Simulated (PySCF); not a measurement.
SeF₃: fields on a plane

These are results of UPBE in PySCF with Se def2-SVP, F def2-SVP; no relativity; density-fitted integrals, not measurements.

The doublet minimum has Se–F 1.757 Å, Se–F 1.831 Å (×2); F–Se–F 87.3° (×2), F–Se–F 174.6°.

The plane holds Se1 at (0.00, 0.00), F2 at (1.76, 0.00), F3 at (0.09, 1.83), F4 at (0.09, -1.83) Å. Columns run from x = -1.95 to 4.05 Å, rows from y = 4.05 (top) to -3.75 Å, in steps of 0.3 Å. Other isomers or separated fragments may lie lower.

Q: Give the electrostatic potential (V) (cut at 20 V). Lower edges of the bins (V): '0' -0.94, '1' -0.82, '2' -0.62, '3' -0.31, '4' 0.18, '5' 0.96, '6' 2.20, '7' 4.16, '8' 7.27, '9' 12.19; top 20.0.

A: 
```
333322222222233333333
333222222222223333333
333222111122222333333
332211000011222333333
332211332001222233333
332124676300122233333
333248999620122223333
433359999841222223333
444469999843222222333
455568999754322222333
556678999765433222233
566799999987765322233
567899999999998532233
567999999999999642233
567999999999999642233
567899999999998532233
566799999987765322233
556678999765433222233
455568999754322222333
444469999843222222333
433359999841222223333
333248999620122223333
332124676300122233333
332211332001222233333
332211000011222333333
333222111122222333333
333222222222223333333
```

Q: Give the spin density (e/Å³) (cut at ±0.5 e/Å³). Lower edges of the bins (e/Å³): '0' -0.0591, '1' -0.0526, '2' -0.0461, '3' -0.0396, '4' -0.0331, '5' -0.0266, '6' -0.0201, '7' -0.0136, '8' -0.0071, '9' -0.0007; top 0.01.

A: 
```
999999999999999999999
999999999999999999999
999999999999999999999
999999999999999999999
999999888999999999999
999998888899999999999
999988878889999999999
999988978889999999999
999988799889999999999
999988888899999999999
999888888999999999999
998888899998888999999
988777999988888899999
988768069987977889999
988768069987977889999
988777999988888899999
998888899998888999999
999888888999999999999
999988888899999999999
999988799889999999999
999988978889999999999
999988878889999999999
999998888899999999999
999999888999999999999
999999999999999999999
999999999999999999999
999999999999999999999
```
